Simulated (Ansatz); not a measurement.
Zr4⁻. The state is a doublet with charge -1. Geometry PBE0-D4/def2-SVPD; atoms count from 1.

```tsv
atom	x (Å)	y (Å)	z (Å)
Zr1	0.815	0.833	-0.653
Zr2	-1.012	1.770	0.970
Zr3	-0.822	-0.822	0.658
Zr4	1.018	-1.780	-0.975
```

In the def2 sets Zr takes a core potential; there is no spin–orbit coupling. The charge -1 doublet is spin-contaminated (final ⟨S²⟩ up to 1.75, 0.75 for a pure state). The geometry of the doublet was relaxed on an unsound state (⟨S²⟩ 1.75, where a pure state has 0.75). The structure comes from a short search, and lower isomers may exist.

(1) Estimate the Mulliken populations from the PBE0/def2-TZVPD orbitals of Ansatz.

(2) Where does the spin sit?

(3) And the Mayer bond orders between bonded heavy atoms (over 0.3)?

## Answers

(1) 
```json
{"atom": "Zr1", "charge (e)": "-0.45", "spin (α − β)": "0.27", "d electrons": "3.00"}
{"atom": "Zr2", "charge (e)": "-0.05", "spin (α − β)": "1.43", "d electrons": "2.84"}
{"atom": "Zr3", "charge (e)": "-0.45", "spin (α − β)": "0.27", "d electrons": "3.00"}
{"atom": "Zr4", "charge (e)": "-0.05", "spin (α − β)": "-0.97", "d electrons": "2.81"}
```
Mulliken values and Mayer orders depend strongly on the basis. With diffuse functions, as here, like atoms can get unlike values, and bond orders can come out too low or too high.

(2) Summed by element: Zr 1.00, of 1 unpaired in all. Largest on single atoms: Zr2 1.43, Zr4 -0.97, Zr1 0.27.

(3) Zr1–Zr2 2.11 (2.62 Å); Zr1–Zr3 1.73 (2.67 Å); Zr1–Zr4 2.01 (2.64 Å); Zr2–Zr3 2.11 (2.62 Å); Zr3–Zr4 2.02 (2.64 Å). Values over 0.3 also appear between atoms too far apart for a bond (Zr2–Zr4 0.71 at 4.53 Å); they arise where an orbital or an unpaired electron spreads over both atoms.
